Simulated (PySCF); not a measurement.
Relaxation of singlet ZrBr₂

Method: PBE in PySCF with Zr def2-TZVP with ECP28, Br def2-TZVP; scalar-relativistic core potentials, no spin–orbit coupling; density-fitted integrals. A (50,194) grid was used.

A start displaced from a saddle point along its imaginary mode, of C2v symmetry, held to at least that symmetry:

```xyz
3
charge 0 multiplicity 1, angstrom
Zr    0.0000    0.2500    0.0000
Br    0.0000   -0.1424    2.4759
Br    0.0000   -0.1424   -2.4759
```

Optimiser trace:
```tsv
step	E − E(last) (kJ/mol)	largest gradient (Eh/bohr)
0	10.40	0.00896
1	8.76	0.00387
2	7.67	0.00384
3	6.00	0.00602
4	3.93	0.00600
5	1.98	0.00449
6	0.37	0.00116
7	0.13	0.00131
8	0.05	0.00139
9	0.01	0.00075
10	0.00	0.00006
```

It ends at C2v with Zr–Br 2.457 Å (×2); Br–Zr–Br 130.9°. No frequency check is given, so it may be a saddle point. Other isomers or separated fragments may lie lower.

Final geometry:
```xyz
3
charge 0 multiplicity 1, angstrom
Zr    0.0000    0.6693    0.0000
Br    0.0000   -0.3521    2.2346
Br    0.0000   -0.3521   -2.2346
```

Stability towards spin polarisation was not tested.

The relaxation took 78 s on 4 threads of a shared Arm Neoverse V1 host, with 136 basis functions and 13 gradients; the process peaked at 1.1 GiB. Launch command: `OMP_NUM_THREADS=4 python axn.py task.json out`.
